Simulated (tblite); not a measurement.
Compound: C6H8B2O.
SMILES with atom numbers: `[BH2:1][O:2][BH:3][C@@H:4]([C:5]#[CH:6])[C:7]#[C:8][CH3:9]` (hydrogens: H10, H11 on B1; H12 on B3; H13 on C4; H14 on C6; H15, H16, H17 on C9)

Computed with GFN2-xTB (tblite), gas phase: L-BFGS steps from a force-field or distance-geometry start until the largest atomic force falls under 0.01 eV/Å.

Geometry at step 24:
```
atom  x, y, z in Å
B1     -2.4601    1.4531   -1.0506
O2     -1.3978    1.7997   -0.3473
B3     -0.2747    1.9574    0.2788
C4      0.8974    0.8176    0.4310
C5      1.5065    0.8997    1.7400
C6      2.2185    0.8938    2.7077
C7      0.6265   -0.5548    0.0775
C8      0.3852   -1.6634   -0.3067
C9      0.0222   -3.0136   -0.6733
H10    -2.2971    0.9802   -2.1294
H11    -3.5181    1.4513   -0.5010
H12     0.0862    3.0169    0.6735
H13     1.6723    1.1583   -0.2777
H14     2.7712    0.8961    3.5977
H15    -0.8249   -3.3071   -0.0553
H16     0.8352   -3.7179   -0.4999
H17    -0.2554   -3.0551   -1.7266
```

Problem. What forces act on the atoms?

Solution. 
```
atom  Fx (eV/Å)  Fy (eV/Å)  Fz (eV/Å)
  B1      0.515     -0.422      0.596
  O2     -0.479     -0.242     -0.291
  B3      0.457     -0.018     -0.164
  C4     -0.242      0.437     -0.076
  C5      0.762     -0.214      0.493
  C6     -0.345     -0.021     -0.287
  C7     -0.346     -0.095     -0.076
  C8      0.012     -0.070      0.064
  C9     -0.036     -0.047      0.015
 H10     -0.154      0.494      0.037
 H11      0.250     -0.018     -0.202
 H12     -0.219      0.053     -0.162
 H13     -0.049      0.161     -0.019
 H14     -0.059      0.057      0.101
 H15     -0.106     -0.138     -0.075
 H16      0.082      0.086      0.019
 H17     -0.043     -0.003      0.027
```

The largest, 0.93 eV/Å, acts on C5; the rms over all components is 0.259 eV/Å. The forces sum to zero within rounding, as they must for an isolated molecule in no field.

Problem. Give the force on C5 in Eh/bohr and in nN.

Solution. 0.932 eV/Å ÷ 51.422 = 0.01813 Eh/bohr, and 0.932 eV/Å × 1.602 = 1.49 nN.

Problem. How far is this geometry from the end of the optimisation?

Solution. 0.305 eV above it, and 0.326 Å rms away after alignment. The bonds farthest from their final lengths, with half the difference of the two atoms' forces along the bond (positive lengthens):

```csv
bond,now (Å),final (Å),force along bond (eV/Å)
B1–O2,1.320,1.298,-0.61
B3–C4,1.642,1.627,-0.40
B1–H11,1.192,1.179,-0.07
C4–C7,1.443,1.455,+0.26
B1–H10,1.189,1.180,+0.03
C4–C5,1.446,1.454,+0.45
```

The angle farthest from its final value is C4–C5–C6, 168.1° against 178.4°.

Of the 4 listed bonds off by 0.010 Å or more, this force points towards the final length in 4.

What follows is the cost of the whole relaxation. On an Arm Neoverse V2 with one thread, no GPU, shared host, this took 0.66 s of wall time.
